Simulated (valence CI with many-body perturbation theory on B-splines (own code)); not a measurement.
Hyperfine factors and g values of S8+

Calculated by relativistic CI+MBPT: six valence electrons over a frozen Dirac-Fock core [He], radial functions for each j: 9 s, 9 p, 8 d, 6 f, 3 g, 1 h, with the one-electron correlation potential Σ1, the two-electron term Σ2, the three-electron term Σ3, Breit, model QED; selected CI, second order for the rest, scaled by the run's own slope (own B-spline code, finite nucleus).

No measured spectrum was set against this ion. As an estimate, levels of excited configurations hold to 0.05 to 0.15 % of their energy, terms of the ground configuration to about 0.5 %. Among the levels kept, up to 1200 cm⁻¹ of a level comes from second order outside the variational space, and about a tenth of that is noise between levels of different J, which matters for small intervals.

A/g_I is the dipole constant over the nuclear g factor μ/I (μ in nuclear magnetons, uniformly magnetised nucleus), B/Q the quadrupole constant per barn. Both hold the static response of the core; the bare values leave it out. Large factors of s and p1/2 electrons are usually good to 5 to 10 %; those of open d and f shells near neutrality can be off by tens of per cent, and small factors of p3/2, d and f electrons come from cancelling terms and can be off by a factor of two or in sign, in half-filled shells by more. B is blank for J = 1/2, where it vanishes, and for nearly pure S terms. Energies count from the lowest level. Levels with J = 0 are left out.

Names give the largest LS component (configuration and term), which can be under half, so a name can repeat, a term be missing and a line seem to break the LS rules; names also repeat where a configuration has a term twice. Letters in brackets count levels of one name in rising energy.

| Level | E (cm⁻¹) | g | A/g_I (MHz) | A/g_I bare | B/Q (MHz/b) | B/Q bare |
| --- | --- | --- | --- | --- | --- | --- |
| 2s²2p⁴ ³P_2 | 0 | 1.496 | 5080 | 5750 | 8410 | 8480 |
| 2s²2p⁴ ³P_1 | 7978 | 1.500 | -240 | 506 | -4260 | -4290 |
| 2s²2p⁴ ¹D_2 | 58493 | 1.003 | 9330 | 9320 | -17100 | -17300 |
| 2s2p⁵ ³P°_2 | 445090 | 1.500 | 24200 | 23700 | -8460 | -8540 |
| 2s2p⁵ ³P°_1 | 452100 | 1.499 | 27700 | 27300 | 4270 | 4310 |
| 2s2p⁵ ¹P°_1 | 616570 | 0.999 | 10800 | 10700 | -8420 | -8500 |
| 2s²2p³3s ⁵S°_2 | 1755000 | 1.999 | 4730 | 5650 |  |  |
| 2s²2p³3s ³S°_1 | 1782500 | 1.997 | -4300 | -2350 |  |  |
| 2s²2p³3s ³D°_1 | 1844500 | 0.517 | 2540 | 2460 | 2180 | 2200 |
| 2s²2p³3s ³D°_2 | 1844600 | 1.173 | 7180 | 7250 | 4590 | 4630 |
| 2s²2p³3s ³D°_3 | 1845300 | 1.333 | 10700 | 10800 | -175 | -177 |
| 2s²2p³3s ¹D°_2 | 1858400 | 1.012 | 9360 | 9410 | -465 | -467 |
| 2s²2p³3p ⁵P_1 | 1866500 | 2.497 | -1050 | 714 | 193 | 194 |
| 2s²2p³3p ⁵P_2 | 1867200 | 1.830 | 1060 | 2040 | -1910 | -1920 |
| 2s²2p³3p ⁵P_3 | 1868400 | 1.666 | 670 | 1440 | 1940 | 1960 |
| 2s²2p³3s ³P°_1 | 1889800 | 1.488 | 15400 | 15500 | -2120 | -2140 |
| 2s²2p³3s ³P°_2 | 1891200 | 1.481 | 8440 | 8630 | -4360 | -4400 |
| 2s²2p³3p ³P_1 [a] | 1892200 | 1.499 | 2470 | 3240 | -1220 | -1230 |
| 2s²2p³3p ³P_2 [a] | 1892500 | 1.501 | 1480 | 2270 | 2660 | 2680 |
| 2s²2p³3s ¹P°_1 | 1904200 | 0.995 | 8440 | 8520 | -124 | -127 |
| 2s²2p³3p ¹P_1 [a] | 1943000 | 0.861 | 6390 | 6340 | 5070 | 5120 |
| 2s²2p³3p ³D_2 [a] | 1948600 | 1.150 | 6500 | 6630 | -3260 | -3280 |
| 2s²2p³3p ³D_1 [a] | 1949800 | 0.653 | 14000 | 13700 | -1290 | -1300 |
| 2s²2p³3p ³D_3 [a] | 1950400 | 1.319 | 7220 | 7470 | -6870 | -6920 |
| 2s²2p³3p ³F_2 | 1956900 | 0.694 | 5520 | 5300 | 3330 | 3350 |
| 2s²2p³3p ³F_3 | 1958000 | 1.099 | 4940 | 5070 | 4110 | 4140 |
| 2s²2p³3p ³F_4 | 1959200 | 1.250 | 6080 | 6290 | 1720 | 1730 |
| 2s²2p³3p ¹F_3 | 1962800 | 1.007 | 6520 | 6510 | 2210 | 2220 |
| 2s²2p³3p ³P_1 [b] | 1987900 | 1.703 | 1750 | 2430 | 884 | 891 |
| 2s²2p³3p ³P_2 [b] | 1991700 | 1.494 | 7090 | 7550 | 563 | 567 |
| 2s²2p³3p ³S_1 | 1997400 | 1.786 | 384 | 1070 | 764 | 770 |
| 2s²2p³3p ³D_2 [b] | 2001500 | 1.124 | 6270 | 6500 | 3830 | 3860 |
| 2s²2p³3p ³D_1 [b] | 2001800 | 0.531 | 14400 | 13900 | 2740 | 2760 |

Question: Take the isotope of mass number 33, with I = 3/2, μ = 0.64325 μN, leaving out the quadrupole term. What is the hyperfine structure of 2s²2p³3s ⁵S°_2?

Answer: From the table A = 2030 MHz. Shifts from the centre of gravity in MHz: F = 1/2: -9140, F = 3/2: -6090, F = 5/2: -1020, F = 7/2: 6090.
